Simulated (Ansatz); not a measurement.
Cl4Zr (SMILES [Cl][Zr]([Cl])([Cl])[Cl]), singlet, at a GFN2-xTB geometry (such geometries of metal compounds can be far from the true shape) (core potentials on Zr); Ansatz (a program for electronic structure) with R2SCAN/def2-SVP.

Input for Ansatz:
Ansatz 0.2 input:
```yaml
crystal:
  periodic: [false, false, false]
  atoms:
    - {symbol: Zr, position_ang: [-0.00000000, 0.00000000, 0.00000000]}
    - {symbol: Cl, position_ang: [1.79919529, -0.56519177, -1.22978742]}
    - {symbol: Cl, position_ang: [0.64651622, 0.46587134, 2.10568355]}
    - {symbol: Cl, position_ang: [-0.98544887, 1.81277582, -0.90092002]}
    - {symbol: Cl, position_ang: [-1.46026264, -1.71345538, 0.02502389]}
basis:
  gaussian:
    orbitals: def2-SVP
hamiltonian:
  xc: r2scan
```

Output, abridged:

```
Functional definition: r2SCAN
1058 factors; their error is unknown
mean field evaluation 1: about -51361.2648 eV, gradient 1.7e1 eV
mean field evaluation 2: about -51361.5193 eV, gradient 1.3e1 eV
mean field evaluation 4: about -51361.9425 eV, gradient 6.2e-1 eV
mean field evaluation 8: about -51361.8859 eV, gradient 1.2e-3 eV
mean field -51361.88587918 eV, -1887.5144917231 hartree, gradient 3.1e-5 eV, S^2 0.000000; 0 other end points of the search recorded, 0 dependent functions left out
reference -51361.88591111 eV, -1887.5144928966 hartree; 40, 40 occupied and 63, 63 virtual orbitals, 1058 factors
Total energy: -51361.88591111 eV, -1887.5144928966 hartree
```
